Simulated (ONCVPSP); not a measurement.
**What one change does to a pseudopotential (lanthanum (La), ONCV)**

La (Z = 57), optimised norm-conserving Vanderbilt (ONCV), made with ONCVPSP 4.0.1 (BLYP, scalar-relativistic). Core [Kr], reference 4d10 5s2 5p6 5d1 6s2. Waves: 5s+6s: rc 2.05 bohr, ncon 4, nbas 8, qcut 4.4 1/bohr, 2 projectors; 5p: rc 1.90 bohr, ncon 4, nbas 7, qcut 4.8 1/bohr, 2 projectors, debl 0.4 Ha; 4d+5d: rc 1.15 bohr, ncon 4, nbas 8, qcut 15.8 1/bohr, 3 projectors, debl 3.2 Ha; f scattering state at 0.11 Ha: rc 1.70 bohr, ncon 4, nbas 8, qcut 6.8 1/bohr, 2 projectors, debl 2.2 Ha. Local part: polynomial inside 1.15 bohr (lpopt 5, dvloc0 6 Ha). Core correction: Teter function fitted to the true core (icmod 2), fcfact 0.45.

In the p channel the program set the typed energies aside and used -0.814, 0.250 Ha. In the f channel the program set the typed energies aside and used -0.151, 2.049 Ha.

Change: all radii but the core radius scaled by about 1.15 (s 2.36, p 2.20, d 1.32, f 1.96 bohr); local potential polynomial inside 1.32 bohr (lpopt 5, dvloc0 6 Ha).

Cutoffs: the cutoffs (Ha) at which the residual kinetic energy of the hardest occupied pseudo-wave falls to 1 and 0.1 mHa per electron; they do not see the model core or the augmentation charge, which bear on the density cutoff. Errors are all-electron minus pseudo energies relative to the spin-unpolarised reference configuration.

**Question.** Predict the effect on cutoff, ghosts and configuration errors.

**Answer.** The potential gets softer (77 Ha and 90 Ha → 64 Ha and 73 Ha); the bound ghost in s disappears; the lowest positive-energy flag moves from p at 131.1 eV to s at 49.9 eV; of the 4 tests that both files solve, the error grows in 1 and shrinks in 0 by more than 15 % and 0.3 meV (median size 3.6 → 4.1 meV). A larger radius leaves more room for a smooth pseudo-wave, so fewer plane waves are needed.

| quantity | base | changed |
| --- | --- | --- |
| cutoff, loose | 77 Ha | 64 Ha |
| cutoff, tight | 90 Ha | 73 Ha |
| loose cutoff by channel | s 9.5 Ha, p 13 Ha, d 77 Ha | s 7.6 Ha, p 9.3 Ha, d 64 Ha |
| bound ghosts | s | none |
| GHOST(+) flags under 300 eV | p at 131.1 eV | s at 49.9 eV |
| error for 4d10 5s2 5p6 5d1 6s1, meV [ΔE 5.87 eV] | -1.1 | -1.2 |
| error for 4d10 5s2 5p6 5d1 6s0, meV [ΔE 16.83 eV] | -3.6 | -4.8 |
| error for 4d10 5s2 5p6 5d0 6s0, meV [ΔE 35.70 eV] | -4.4 | -4.7 |
| error for 4d10 5s2 5p6 5d2 6s1, meV [ΔE 0.84 eV] | -3.7 | -3.5 |
| rms error of d²Exc/dni dnj with the model core, mHa | 0.81 | 1.27 |

 A true bound ghost makes a file unfit for plane-wave use even where its test errors are small: the radial tests pick states by their node count and pass the ghost by.
